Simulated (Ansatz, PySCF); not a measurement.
C2HF2, SMILES [CH]=C(F)F, multiplicity 2. Atoms are numbered in the order given.

```xyz
5

C      0.4668     1.3484     0.0000
C      0.0637     0.1118     0.0000
F      0.8535    -0.9376     0.0000
F     -1.1966    -0.2821     0.0000
H      0.0766     2.3471     0.0000
```
Charge 0, spin multiplicity 2.

Geometry: PBE0-D3(BJ)/def2-TZVP. The isomer is the one that the SMILES or the coordinates give; other isomers of the formula were not compared.

Two levels are set side by side: PBE-D3(BJ)/def2-TZVP (Ansatz, a program for electronic structure) and PBE0-D3(BJ)/def2-TZVP (Ansatz). Each level has its own optimised geometry; the coordinates shown are those of the second. Frequencies come from the Hessian of PySCF at each geometry. Differences are taken from unrounded values.

```
quantity                            PBE0-D3(BJ)  PBE-D3(BJ)  PBE-D3(BJ) minus PBE0-D3(BJ)
----------------------------------  -----------  ----------  ----------------------------
mean bond length (Å)                      1.252       1.265                         0.013
bond C1–C2 (Å)                            1.301       1.308                         0.008
bond C2–F3 (Å)                            1.313       1.332                         0.019
bond C2–F4 (Å)                            1.320       1.341                         0.021
bond C1–H5 (Å)                            1.072       1.079                         0.006
highest harmonic wavenumber (cm⁻¹)         3359        3283                           -76
mean harmonic wavenumber (cm⁻¹)            1145        1086                           -60
zero-point energy (kcal/mol)              14.73       13.97                         -0.77
```

Exact exchange shortens and stiffens bonds; PBE has none. Differences between two approximate levels are no errors against the true value.
